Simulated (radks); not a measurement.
Task: Re, configuration [Xe] 4f14 5d5 6s2. Calculated with a radial shooting solver on a logarithmic mesh with Libxc functionals: scalar-relativistic Kohn-Sham, LDA (Slater exchange, Perdew-Wang correlation), spin-polarised, spherical densities, point nucleus; open shells are filled with parallel spins first (spin-orbit coupling, left out, can overturn this in heavy ions). Some entries of the table are withheld. Estimate them.

orbital,occ.,eigenvalue (eV),r(max) (bohr),<1/r> (bohr^-1)
1s up,1,-71607.39,0.01125,88.73
1s down,1,-71607.39,0.01125,88.73
2s up,1,-12416.28,0.06456,20.76
2s down,1,-12416.06,0.06456,20.76
2p up,3,-10839.04,0.05304,18.75
2p down,3,-10838.85,0.05304,18.75
3s up,1,-2873.798,0.1821,7.686
3s down,1,-2873.698,0.1821,7.686
3p up,3,-2408.830,0.1804,7.082
3p down,3,-2408.723,0.1804,7.082
3d up,5,-1881.002,0.1468,6.689
3d down,5,-1880.840,0.1468,6.689
4s up,1,-598.7961,0.4127,3.275
4s down,1,-598.5729,0.4127,3.275
4p up,3,-446.2314,0.4331,2.972
4p down,3,-446.0062,0.4331,2.972
4d up,5,-254.8708,0.4432,2.648
4d down,5,-254.5959,0.4433,2.649
5s up,1,-86.0095,0.9381,1.292
5s down,1,-84.0978,0.9344,1.302
5p up,3,-47.9520,1.062,1.087
5p down,3,-45.5402,1.056,1.097
4f up,7,-42.4009,0.4162,2.160
4f down,7,-41.9059,0.4159,2.168
6s up,1,-6.7408,2.513,0.4261
5d up,5,-6.4971,1.428,0.6946
6s down,1,-5.1730,2.640,0.3928
5d down,0,-3.8557,1.421,0.6690
6p up,0,-1.6820,3.488,0.2872
6p down,0,-1.0838,3.921,0.2496
7s up,0,-0.0548,9.084,(1)
7s down,0,-0.0159,10.65,(2)

Result: 
(1) 7s up <1/r> (bohr^-1): 0.09514
(2) 7s down <1/r> (bohr^-1): 0.07050
